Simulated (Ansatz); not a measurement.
Ansatz (an electronic-structure program) input (B3LYP/def2-TZVPD):

Ansatz 0.2 input:
```yaml
crystal:
  periodic: [false, false, false]
  atoms:
    - {symbol: Si, position_ang: [-0.37789240, -0.19090020, 0.12033417]}
    - {symbol: O, position_ang: [-0.55175281, 1.31143864, -0.26473893]}
    - {symbol: O, position_ang: [1.23091311, -0.75379919, -0.01095372]}
    - {symbol: H, position_ang: [-1.14568575, -1.20710415, -0.70974336]}
    - {symbol: H, position_ang: [-0.74355969, -0.58318763, 1.54286845]}
    - {symbol: H, position_ang: [1.74645660, 0.00177896, -0.31226225]}
basis:
  gaussian:
    orbitals: def2-TZVPD
hamiltonian:
  xc: {name: B3LYP}
total_charge: -1
output: {forces: true}
```

Output:

```
Functional definition: B3LYP
integrals: 0.05 GiB planned
810 factors; their error is unknown
0.23 GiB of the device are held for the grids
0.61 GiB of device memory are held for the factors and their scratch space
mean field: 0.51 GiB planned
mean field evaluation 1: about -12023.9930 eV, gradient 3.9e1 eV
mean field evaluation 2: about -12009.4535 eV, gradient 9.5e1 eV
mean field evaluation 4: about -12026.6333 eV, gradient 5.8e0 eV
mean field evaluation 8: about -12026.6866 eV, gradient 3.8e-2 eV
mean field evaluation 16: about -12026.6976 eV, gradient 4.8e-5 eV
mean field -12026.69762313 eV, -441.9729856615 hartree, gradient 4.8e-5 eV, S^2 0.000000; 0 other end points of the search recorded, 0 dependent functions left out
the calculation of the forces begins
reference -12026.69787291 eV, -441.9729948410 hartree; 17, 17 occupied and 133, 133 virtual orbitals, 810 factors
Total energy: -12026.69787291 eV, -441.9729948410 hartree
Atom 0 at    -0.377892    -0.190900     0.120334 Å, force    -0.037254    -0.246922     0.075041 eV/Å
Atom 1 at    -0.551753     1.311439    -0.264739 Å, force    -0.019217     0.144303    -0.036538 eV/Å
Atom 2 at     1.230913    -0.753799    -0.010954 Å, force     0.000944     0.032414    -0.009146 eV/Å
Atom 3 at    -1.145686    -1.207104    -0.709743 Å, force    -0.001705     0.035701    -0.009295 eV/Å
Atom 4 at    -0.743560    -0.583188     1.542868 Å, force    -0.001798     0.035557    -0.009816 eV/Å
Atom 5 at     1.746457     0.001779    -0.312262 Å, force     0.059028    -0.001053    -0.010246 eV/Å
Dipole moment:     0.390785    -0.331509     0.022058 e Å
```

It need not be the lowest isomer of its formula. Whether it binds its extra electron was not tested at this geometry.
